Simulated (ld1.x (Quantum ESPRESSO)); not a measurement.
## How hard is this aluminium (Al) ultrasoft potential?

```json
{"Element": "Al", "Generator": "ld1.x (Quantum ESPRESSO) 7.5", "Type": "ultrasoft", "Functional": "LDA (PZ)", "Relativity": "non-relativistic", "Frozen core": "[Ne]", "Valence charge": "3", "Reference configuration": "3s2 3p0.5 (charge +0.5)", "Partial waves": "3s (bound): rcut 1.80, rcutus 2.20 bohr; 3s channel at 1.75 Ry: rcut 1.80, rcutus 2.20 bohr; 3p (bound): rcut 2.05, rcutus 2.20 bohr; 3p channel at 2.2 Ry: rcut 2.05, rcutus 2.20 bohr; 3d channel at -0.2 Ry: rcut 1.50, rcutus 1.70 bohr; 3d channel at 2.2 Ry: rcut 1.50, rcutus 1.70 bohr", "Local potential": "all-electron potential smoothed inside 1.75 bohr (lloc = -2)", "Core correction": "Bessel-smoothed model core inside 1.50 bohr", "Augmentation charge": "PSQ, radius 1.15 bohr"}
```

The pseudo-atom Hamiltonian at the reference potential is diagonalised in spherical Bessel functions j_l(qr) that vanish at 20 bohr, with q² up to the cutoff. All-electron valence levels (Ry): 3s -0.8202, 3p -0.4259.

Task: How do the lowest levels (Ry) of each channel move with the cutoff, and are there ghosts?

Result:

```
cutoff (Ry)     s #1     p #1     d #1    f #1    f #2  Σ f·Δε (mRy)
          8  -0.8202  -0.4255  -0.0643  0.0314  0.1401           0.5
         10  -0.8202  -0.4257  -0.0649  0.0314  0.1401           0.3
         12  -0.8202  -0.4258  -0.0653  0.0314  0.1401           0.2
        400  -0.8203  -0.4259  -0.0664  0.0314  0.1401           0.0
```

Result: no extra level below or beside the all-electron valence levels (s, p, d, f tested); 10 mRy is reached at 6 Ry and 1 mRy at 8 Ry.

Test run stopped at test 2 of 9 (negative rho).
